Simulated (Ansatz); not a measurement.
```
atom   x (Å)   y (Å)    z (Å)
   P  0.0000  0.0000  -0.9086
   P  0.0000  0.0000   0.9086
```

Basis set: cc-pV(T+d)Z (spherical functions). Left uncorrelated: 10 orbitals. Charge 0, multiplicity 1.

Computed with Ansatz (development build ahead of 0.2.0); the reference of a correlated method needn't be the lowest determinant of its kind. Restricted open shells among the atoms or ions are ROHF, correlated in semicanonical orbitals with singles.

**Question.** Give the atomization energy at this shape (free ground-state atoms in the same class of orbitals less the molecule, no zero-point energy) of singlet P₂ by RHF-CCSD(T), UHF-CCSD(T).

**Answer.**

```
     method  atomization energy
RHF-CCSD(T)             4.40 eV
UHF-CCSD(T)             4.37 eV
```

Caution: the shape is not the minimum.
